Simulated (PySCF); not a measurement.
C₈H₁₁ (charge +1).
SMILES with atom numbers: `[CH2:1]=[C:2]([CH3:3])[C+:4]1[CH:5]=[CH:6][CH2:7][CH2:8]1` (hydrogens: H9, H10 on C1; H11, H12, H13 on C3; H14 on C5; H15 on C6; H16, H17 on C7; H18, H19 on C8)

A GFN2-xTB structure was refined with PBE0-D3(BJ)/def2-SVP geometry optimisation, gas phase (PySCF). Its GFN2-xTB values:

| coordinate | GFN2-xTB |
| --- | --- |
| C1=C2 | 1.352 Å |
| C1–H9 | 1.076 Å |
| C1–H10 | 1.078 Å |
| C2–C3 | 1.496 Å |
| C2–C4 | 1.431 Å |
| C3–H11 | 1.085 Å |
| C4–C5 | 1.409 Å |
| C4–C8 | 1.478 Å |
| C5=C6 | 1.365 Å |
| C5–H14 | 1.074 Å |
| C6–C7 | 1.466 Å |
| C6–H15 | 1.077 Å |
| C7–C8 | 1.526 Å |
| C7–H16 | 1.094 Å |
| C8–H18 | 1.094 Å |
| C1–C2–C3 | 121.0° |
| C1–C2–C4 | 121.0° |
| C2–C4–C8 | 123.1° |
| C3–C2–C4 | 118.0° |
| C4–C5–C6 | 110.0° |
| C5–C4–C8 | 109.0° |
| C5–C6–C7 | 111.6° |
| C6–C7–C8 | 104.1° |

Task: How do these coordinates change at the PBE0-D3(BJ)/def2-SVP level?

Result: 
```csv
coordinate,PBE0-D3(BJ)/def2-SVP (Å or °),change
C6–H15,1.094,+0.017
C1–H10,1.094,+0.016
C1–H9,1.092,+0.016
C5–H14,1.089,+0.015
C3–H11,1.097,+0.012
C7–H16,1.106,+0.012
C8–H18,1.105,+0.011
C2–C4,1.440,+0.009
C4–C5,1.417,+0.008
C6–C7,1.474,+0.008
C4–C8,1.485,+0.007
C1=C2,1.359,+0.007
C5=C6,1.370,+0.005
C2–C3,1.500,+0.004
C7–C8,1.523,-0.003
C1–C2–C4,119.0,-2.0
C1–C2–C3,122.0,+1.0
C3–C2–C4,118.9,+0.9
C4–C5–C6,109.1,-0.9
C5–C6–C7,112.3,+0.7
C2–C4–C8,122.7,-0.4
C5–C4–C8,109.3,+0.3
C6–C7–C8,103.8,-0.3
```

The energy falls by 1.2 kcal/mol over 5 energy and gradient evaluations, the largest force component goes from 0.0115 to 2.9e-04 Eh/bohr, and the atoms move by 0.025 Å rms after alignment. Among the bonds, C1–H9, C1–H10 and C6–H15 change most and about equally (+0.016 to +0.017 Å). Bonds longer at the end by more than 0.005 Å: 17 of 19; shorter: 0. Rotational constants go from 4297, 1536, 1155 to 4230, 1530, 1147 MHz.

The run used 167 basis functions and 34 SCF cycles in all.

Whether it is a minimum is left open (no frequencies).

Conformer computed: `[CH2:1]=[C:2]([CH3:3])[C+:4]1[CH:5]=[CH:6][CH2:7][CH2:8]1`: C1–C2–C4–C5 -1°.

One conformer stands for the species.
